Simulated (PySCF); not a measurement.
# Reading the logs of faulty runs: BGeH4OSi cation

These are calculations, not measurements. They come from PySCF 2.14.0, an open-source quantum chemistry program, on an isolated molecule that a program drew, which may never have been made. The molecule is BGeH4OSi cation (charge +1, singlet), drawn as the SMILES string `O=B[SiH2][GeH2+]`.

Each row is a Hartree-Fock (HF) and frozen-core CCSD(T) single point in the cc-pV(D+d)Z basis, meant for a local HF minimum. Run 1 is clean. Each other run has one planted mistake out of seven kinds, and not every kind appears here: one electron removed, one electron added, multiplicity raised by two, geometry at a saddle point, minimal basis STO-3G, one bond length entered in bohr, all coordinates scaled. The reference is restricted for singlets and unrestricted otherwise, and also for a bond in bohr. Adding or removing an electron swaps singlet and doublet. Electrons count all cores. HOMO and LUMO are orbital energies over both spins, the gradient is its largest component, and the lowest frequency (negative if imaginary) is given only where the gradient is small. Bond lengths are over the 7 bonds as drawn. T1 is the CCSD diagnostic: over 0.02 (restricted) or 0.045 (unrestricted) a single reference is doubtful. Germanium has the cc-pVDZ-PP basis, with a core potential (ECP10MDF) in place of its 10 inner electrons, and its 3s, 3p and 3d shells are frozen in CCSD(T).

Geometry of the clean run:
```xyz
8
BGeH4OSi cation, angstrom
O    -2.5156   -0.3805   -2.2755
B    -1.8565   -0.0998   -1.3397
Si   -0.5384    0.2465    0.1305
Ge    1.4241   -0.9077   -0.7919
H    -0.1356    1.6519    0.2498
H    -0.8444   -0.4537    1.3824
H     2.4314   -0.2370   -1.7107
H     1.7338   -2.3719   -0.5296
```

| run | electrons | basis functions | <S^2> | HOMO (eV) | LUMO (eV) | gradient (hartree/bohr) | lowest frequency (cm^-1) | mean bond (Å) | longest bond (Å) | T1 | HF (hartree) | CCSD(T) (hartree) | mistake |
|---|---|---|---|---|---|---|---|---|---|---|---|---|---|
| 1 | 62 | 94 | 0.000 | -17.31 | -6.24 | 2.6e-05 | 50 | 1.6589 | 2.456 | 0.0196 | -683.95026 | -684.43669 | no fault |
| 2 | 61 | 94 | 0.756 | -21.92 | -13.33 | 1.5e-01 | - | 1.6589 | 2.456 | 0.0616 | -683.39599 | -683.82159 | one electron removed |
| 3 | 62 | 94 | 2.012 | -14.15 | -9.03 | 5.5e-02 | - | 1.6589 | 2.456 | 0.0240 | -683.83624 | -684.31823 | multiplicity raised by two |
| 4 | 62 | 94 | 1.022 | -15.09 | -6.26 | 1.3e-02 | - | 1.9137 | 3.788 | 0.0297 | -683.84290 | -684.30325 | one bond length entered in bohr |
| 5 | 62 | 94 | 0.000 | -17.87 | -6.30 | 2.1e-01 | - | 1.5278 | 2.262 | 0.0169 | -683.88789 | -684.36212 | ? |
| 6 | 63 | 94 | 0.768 | -7.83 | 1.08 | 2.6e-02 | - | 1.6589 | 2.456 | 0.0183 | -684.20771 | -684.70564 | ? |

**Which mistake was planted in run 5, and what did it cost?**

The mean and the longest bond both change by the same factor, 0.921, and the gradient is no longer small. So the mistake is: all coordinates scaled. Subtracting run 1 and multiplying by 627.51 kcal/mol a hartree, the energy moved by 39.1 kcal/mol in HF and 46.8 kcal/mol in CCSD(T).

**Which mistake was planted in run 6, and what did it cost?**

It counts 63 electrons, one more than the clean run, at the same geometry and basis. So the mistake is: one electron added. Subtracting run 1 and multiplying by 627.51 kcal/mol a hartree, the energy moved by -161.6 kcal/mol in HF and -168.8 kcal/mol in CCSD(T).

Cautions from the logs. Run 2: T1 is over the limit, so its CCSD(T) energy is less reliable.
